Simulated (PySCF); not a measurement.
SiFI, SMILES F[Si]I (connectivity only; charge and spin as stated), neutral, multiplicity 1.

Geometry optimised at PBE0-D3(BJ)/def2-TZVP. The def2 effective core potentials stand for the cores of I; spin–orbit coupling is left out.

These are CAM-B3LYP/def2-TZVPD run with PySCF values and carry that method's errors.

Symmetry labels are those of the subgroup Cs that the program uses (full group Cs).

### Question
List the valence orbital energies around the gap with their symmetry. (The exact figures need the calculation; the answer reports its results.)

### Answer

| orbital | symmetry | energy (eV) |
|---|---|---|
| HOMO−7 | A' | -21.37 |
| HOMO−6 | A' | -17.23 |
| HOMO−5 | A' | -14.83 |
| HOMO−4 | A" | -14.81 |
| HOMO−3 | A' | -12.85 |
| HOMO−2 | A" | -9.39 |
| HOMO−1 | A' | -9.28 |
| HOMO | A' | -8.72 |
| LUMO | A" | -1.78 |
| LUMO+1 | A' | 0.13 |
| LUMO+2 | A' | 0.58 |
| LUMO+3 | A' | 0.92 |
